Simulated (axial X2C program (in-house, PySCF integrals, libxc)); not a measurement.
## Working with the constants of YO

A bond curve at the CCSD(T) level, with spin–orbit coupling, was computed with an in-house relativistic program for diatomic molecules (basis Y dyall-cv3z [11s12p9d6f3g], O dyall-av3z [7s6p3d2f] (cores contracted in-house)) for the state Ω = 1/2 (⟨Sz⟩ = 0.50, ⟨Lz⟩ = 0.00 at HF). Its fit gives Re = 1.8152 Å, ωe = 834.2 cm⁻¹, ωexe = 2.47 cm⁻¹ and αe = 1.616e-03 cm⁻¹; the masses are 88.9058 and 15.9949 u. Two-component means X2C with spin–orbit coupling and atomic mean-field Coulomb and Gaunt terms.

Correlated methods: 9 electrons correlated (number of frozen shells: Y 4 s, 3 p, 1 d; O 1 s), 309 virtual spin orbitals or spinors in MP2, 90 natural virtuals in coupled cluster.

(1) Find the reduced mass, Be and the force constant.

(2) A Morse curve ties αe to the other constants (Pekeris). How well does that hold?

(3) Where do the fundamental and the first overtone lie?

(4) Estimate the centrifugal constant by the Kratzer relation.

The state is a single determinant with fixed occupations, the lowest that a limited PBE0 search found. Coupled cluster ran in a truncated set of natural virtual spinors; the MP2 energy of the rest was added. (T) has no such correction and the atoms are truncated less, which lowers De at CCSD(T) by a hundredth of an eV or more. The outer-core s and p shells of the metal are frozen in the correlated rows, which leaves out core–valence correlation; for alkali and alkaline-earth bonds that tends to lengthen them. With the outer-core shells frozen, correlated bond lengths of heavy atoms tend to come out a few hundredths of an ångström too long.

Answers

(1) From the CCSD(T) values: μ = 13.5561 u. Be = 16.8576/(μ Re²) = 0.3774 cm⁻¹. k = 5.8918×10⁻⁷ μ ωe² = 5.56 mdyn/Å.

(2) αe(Morse) = 6Be²/ωe × (√(ωexe/Be) − 1) = 1.596e-03 cm⁻¹; the CCSD(T) curve gives 1.616e-03 cm⁻¹, a ratio of 0.99.

(3) ν(1←0) = ωe − 2ωexe = 829.3 cm⁻¹; ν(2←0) = 2ωe − 6ωexe = 1653.6 cm⁻¹.

(4) D = 4Be³/ωe² = 3.09e-07 cm⁻¹.
